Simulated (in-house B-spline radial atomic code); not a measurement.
# Solving the quasi-particle equation for 2p up of Si⁷⁺

Configuration [He] 2s2 2p3, highest spin, start Hartree-Fock, empty levels kept to 213.33 hartree. Computed with an all-electron radial atomic-structure program (B-spline basis): all electrons, non-relativistic, point nucleus, each spin shell either full or empty, empty states to l = 9 with an (l + 1/2)⁻⁴ tail; G0W0 by contour deformation at full frequency.

At the mean-field level ε = -305.453 eV the matrix elements are Σx = -77.522 eV, v_xc = -77.522 eV and Σc(ε) = 1.092 eV, and the slope of the correlation self-energy is dΣc/dω = -0.0148. The quasi-particle energy solves E = ε + Σx − v_xc + Σc(E).

Task: What does the linearised equation give?

Result: Z = 1/(1 − dΣc/dω) = 1/1.0148 = 0.9854. The first-order shift is Σx − v_xc + Σc(ε) = -77.522 − (-77.522) + (1.092) = 1.092 eV, so E ≈ ε + Z × shift = -305.453 + 0.9854 × (1.092) = -304.377 eV.

Task: How does that compare with the full solution and with static screening?

Result: Solving the equation at full frequency dependence gives E = -304.377 eV, where Σc = 1.076 eV and the weight is 0.985; the linearised value is off by 0 meV. Leaving Z out would give -304.361 eV. Static COHSEX puts -2.317 eV in place of Σc and gives -307.770 eV, 3.39 eV deeper.
